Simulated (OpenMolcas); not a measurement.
**4s² 4p along the 31-electron sequence**

```yaml
Program: OpenMolcas
Method: CASSCF
Basis: ANO-RCC-VTZP
Scalar_Hamiltonian: DKH2, point nucleus
Spin-orbit_coupling: state interaction with AMFI integrals over the reference wave functions, term energies averaged over their components
```

Active space for each ion: 3 electrons in 8 orbitals (4s 4p 5s 5p).

Computed levels in cm-1 above ²P°_1/2:

```tsv
Level	Ga	Ge+	As2+	Se3+	Br4+	Kr5+
²P°_3/2	673	1526	2626	3924	5457	7292
weight of ²P° in the lowest level (%)	100	100	100	100	100	100
```

Measured, with the error of the calculation in %. Measured levels: Ga, Ge+ from NIST Handbook of Basic Atomic Spectroscopic Data; As2+, Se3+, Br4+ from Moore, Atomic Energy Levels, vol. II, NSRDS-NBS 35 (1971 reprint of NBS Circular 467, 1952); Kr5+ from Saloman, J. Phys. Chem. Ref. Data 36, 215 (2007).

```tsv
Level	Ga	Ge+	As2+	Se3+	Br4+	Kr5+
²P°_3/2	826 (-18.6)	1767 (-13.6)	2940 (-10.7)	4376 (-10.3)	6090 (-10.4)	8110 (-10.1)
```

The fine-structure level ²P°_3/2 changes by a factor of 10.8 from Ga to Kr5+. Its fourth root runs 5.09, 6.25, 7.16, 7.91, 8.59, 9.24, with steps per unit of Z of 1.16, 0.91, 0.76, 0.68, 0.65; equal steps would mean a (Z - σ)^4 law with constant σ.

Some high roots are left out of the spin-orbit mixing, which shifts the levels that they would mix with (holds for Ga; Ge+). Without dynamic correlation excited terms often stand tens of per cent too high (terms of higher spin than the ground term too low), and those without a measured partner can miss by more than the paired ones (holds for Ga; Ge+). Active for correlation alone: 5p 5s; no level in the range computed is led by a configuration that fills them, so any true level of that kind is missing (holds for Ga; Br4+; Kr5+). The run also gave levels led by 4s² 5p, 4s² 5s, which use shells meant for correlation; these and all levels above them are left out (holds for Ge+). The run also gave levels led by 4s² 5p, which use shells meant for correlation; these and all levels above them are left out (holds for As2+; Se3+). Measured partners are found by configuration, term and J. A level has none where our copy of the source lacks it or the pairing is in doubt (some pairs that miss far off the trend of their configuration count as doubtful), and it then counts in no deviation. Levels of configurations outside the active space are missing.

° marks odd parity.
